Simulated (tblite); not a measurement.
Species: C₂H₈NSi (doublet state).
Numbering: `[CH3:1][N:2]([CH3:3])[SiH2:4]` (hydrogens: H5, H6, H7 on C1; H8, H9, H10 on C3; H11, H12 on Si4)

Cartesian coordinates in Å at the GFN2-xTB level; atoms count from 1:
```xyz
12
C2H8NSi angstrom
C     -0.0305    1.3448    0.3006
N      0.1184   -0.0486   -0.0088
C     -1.1313   -0.6914   -0.2994
Si     1.4990   -0.9489    0.5130
H     -0.6614    1.5021    1.1855
H     -0.4968    1.8656   -0.5422
H      0.9440    1.7882    0.4880
H     -1.6140   -0.2004   -1.1511
H     -1.8233   -0.6459    0.5525
H     -0.9603   -1.7352   -0.5507
H      1.5119   -2.1642   -0.2938
H      2.6454   -0.0667    0.3245
```

Computed values, GFN2-xTB/tblite, gas phase, harmonic and unscaled. This tight-binding method is rough: wavenumbers can miss measured ones by several per cent, in bad cases by 10 to 20. Modes of hydrogen on silicon can be 10 to 20 % off. One conformer, not necessarily the lowest. Open shells enter through the occupations alone, without spin polarisation, and single modes of such species can be off by tens of per cent.

Harmonic wavenumbers (cm⁻¹): 127.7, 150.9, 197.8, 270.1, 293.9, 381.2, 591.9, 607.3, 686.6, 740.4, 1040.5, 1060.0, 1088.1, 1125.7, 1219.2, 1308.0, 1420.4, 1431.1, 1480.6, 1488.6, 1501.5, 1512.1, 2267.2, 2283.1, 2874.6, 2878.2, 2933.4, 2939.1, 3033.0, 3035.1.

A = 8967, B = 4659, C = 3231 MHz; mass 74.043 u (most abundant isotopes); point group Cs, symmetry number 1; spin multiplicity 2.

Problem. Zero-point energy?

Solution. ½Σν̃ = 20984 cm⁻¹ = 60.00 kcal/mol.

Problem. What is S at 298.15 K and 1 bar for an ideal gas of classical rigid rotors and harmonic oscillators?

Solution. Translation 38.85, rotation 25.28, vibration 13.78, spin (R ln 2) 1.38: S = 79.3 cal/(mol K).

Problem. And Cp and H(298.15 K) − H(0)?

Solution. Cp = 24.26 cal/(mol K), of which vibrations give 16.31 (their classical limit is 30 R = 59.6); H(298.15 K) − H(0) = 4.76 kcal/mol without the zero-point energy, 2.39 from vibrations.

Problem. What must be added to the electronic energy to get the Gibbs energy at 298.15 K and 1 bar?

Solution. ZPE + [H(298.15 K) − H(0)] − T·S = 60.00 + 4.76 − 23.64 = 41.12 kcal/mol.

Problem. Blend soft modes into free rotors: weight 1/[1 + (100 cm⁻¹/ν̃)⁴] for the oscillator and the rest for a rotor with moment μB/(μ + B), μ = h/(8π²ν), B = 10⁻⁴⁴ kg m². What vibrational entropy results?

Solution. 13.66 cal/(mol K) in place of 13.78, which changes −T·S at 298.15 K by +0.04 kcal/mol.

Hindered rotation and anharmonicity are outside this model. Other conformers, if any are populated, would add a mixing term that is left out.

The run took 0.23 s on one thread, Intel Xeon at 2.70 GHz (x86_64), no GPU, on a shared host. The figure is for the frequency step alone.
